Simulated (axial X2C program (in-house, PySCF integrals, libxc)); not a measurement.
## Basis sets for SrF⁺

All values come from calculations with an in-house all-electron X2C program for linear molecules (integrals from PySCF), spin-free (one-electron X2C) or two-component (2c: spin–orbit coupling with atomic mean-field Coulomb and Gaunt terms, which also bring small scalar terms), in Dyall basis sets with cores contracted in-house; open shells are unrestricted.

Fragments: Sr+ + F.

| Hamiltonian | level | Dyall basis | state | Re (Å) | ωe (cm⁻¹) | De (eV) |
| --- | --- | --- | --- | --- | --- | --- |
| spin-free | HF | Sr cv3z, F av3z | M_S = 0, Λ = 0 | 2.018 | 579.8 | 3.82 |
| spin-free | PBE0 | Sr cv3z, F av3z | M_S = 0, Λ = 0 | 1.986 | 593.1 | 5.78 |
| 2c | HF | Sr cv3z, F av3z | Ω = 0 | 2.018 | 579.7 | 3.81 |
| 2c | PBE0 | Sr cv3z, F av3z | Ω = 0 | 1.986 | 593.1 | 5.78 |

In the other basis sets:

```json
{"Hamiltonian": "spin-free", "level": "HF", "Dyall basis": "Sr v4z, F v4z", "state": "M_S = 0, Λ = 0", "Re (Å)": "2.016", "ωe (cm⁻¹)": "580.2", "De (eV)": "3.82"}
{"Hamiltonian": "spin-free", "level": "PBE0", "Dyall basis": "Sr v4z, F v4z", "state": "M_S = 0, Λ = 0", "Re (Å)": "1.985", "ωe (cm⁻¹)": "593.6", "De (eV)": "5.78"}
{"Hamiltonian": "2c", "level": "HF", "Dyall basis": "Sr v4z, F v4z", "state": "Ω = 0", "Re (Å)": "2.016", "ωe (cm⁻¹)": "580.2", "De (eV)": "3.81"}
{"Hamiltonian": "2c", "level": "PBE0", "Dyall basis": "Sr v4z, F v4z", "state": "Ω = 0", "Re (Å)": "1.985", "ωe (cm⁻¹)": "593.6", "De (eV)": "5.78"}
```

Question: How far does the basis move Re and ωe?

Answer: HF spin-free, Sr cv3z, F av3z to Sr v4z, F v4z: ΔRe -0.002 Å, Δωe 0.4 cm⁻¹; PBE0 spin-free, Sr cv3z, F av3z to Sr v4z, F v4z: ΔRe -0.001 Å, Δωe 0.5 cm⁻¹; HF 2c, Sr cv3z, F av3z to Sr v4z, F v4z: ΔRe -0.002 Å, Δωe 0.5 cm⁻¹; PBE0 2c, Sr cv3z, F av3z to Sr v4z, F v4z: ΔRe -0.001 Å, Δωe 0.5 cm⁻¹.

Each entry is the lowest single determinant of a limited PBE0 search at one distance. De goes to single-determinant-based atoms at the same level (for ions the charge split of lowest energy) and is withheld (n/a) where an atom does not fit its ground term or J level. Main or longest-lived isotopes. Some light 2c atoms are not at their ground J level, so De misses part of their lowering (0.04 eV or less). The functionals have no current term, which raises determinants with orbital currents.
